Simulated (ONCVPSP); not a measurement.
# Varying the ONCV potential for caesium

Base potential:

| Quantity | Value |
| --- | --- |
| Element | caesium (Cs) |
| Generator | ONCVPSP 4.0.1 |
| Type | optimised norm-conserving Vanderbilt (ONCV) |
| Functional | PBEsol |
| Relativity | scalar-relativistic |
| Frozen core | [Kr] 4d10 |
| Valence charge | 9 |
| Reference configuration | 5s2 5p6 6s1 |
| Partial waves | 5s+6s: rc 3.20 bohr, ncon 4, nbas 8, qcut 4 1/bohr, 2 projectors; 5p: rc 2.20 bohr, ncon 5, nbas 9, qcut 3.1 1/bohr, 2 projectors, debl 3.8 Ha; d scattering state at 0.14 Ha: rc 2.45 bohr, ncon 4, nbas 8, qcut 4.4 1/bohr, 2 projectors, debl 0.4 Ha |
| Local potential | polynomial inside 1.50 bohr (lpopt 5, dvloc0 4 Ha) |
| Core correction | Teter function, fcfact 1.75, rcfact 1.4 |

In the d channel the program set the typed energies aside and used 0.050, 0.450 Ha.

All-electron outer shells of the reference configuration (PBEsol, scalar-relativistic, ld1.x):

```
shell  level (eV)  outermost node (bohr)  outermost maximum (bohr)
   5s      -26.79                   0.82                      1.54
   5p      -13.55                   0.89                      1.79
   6s       -2.08                   2.11                      4.80
```

Cutoffs, loose and tight: the cutoffs (Ha) at which the residual kinetic energy of the hardest occupied pseudo-wave falls to 1 and 0.1 mHa per electron. They do not see the model core or the augmentation charge, which bear on the density cutoff. Test errors are all-electron minus pseudo excitation energies from the reference, over the configurations 5s2 5p6 6s0; 5s2 5p6 6s0.5; 5s2 5p6 6s0 6p1; 5s1 5p6 6s1. A dash means not determined; rows that change the core or the reference have their own tests.

1 further variants are left out, since the program set their typed debl aside.

A true bound ghost makes a file unfit for plane-wave use even where its test errors are small: the radial tests pick states by their node count and pass the ghost by.

```csv
change,outcome,"cutoff, loose","cutoff, tight",bound ghosts,GHOST(+) flags above zero,largest test error (meV)
base,"generated, projector energies reset by the program",32 Ha,51 Ha,none,s,-229
d: nproj 3,"generated, projector energies reset by the program",32 Ha,51 Ha,d,"s, d",-229
"all radii but the core radius scaled by about 1.24 (s 3.98, p 2.74, d 3.04 bohr); local potential polynomial inside 1.86 bohr (lpopt 5, dvloc0 4 Ha)","generated, projector energies reset by the program",3.9 Ha,20 Ha,none,s,-329
d: qcut 5.8,"generated, projector energies reset by the program",32 Ha,51 Ha,none,s,-229
"functional PBE; d: rc 2.2, qcut 4.9",generated,34 Ha,51 Ha,none,s,-230
p: qcut 4,"generated, projector energies reset by the program",14 Ha,47 Ha,none,s,-237
"local potential polynomial inside 1.70 bohr (lpopt 5, dvloc0 2 Ha)","generated, projector energies reset by the program",32 Ha,51 Ha,none,none,-229
```
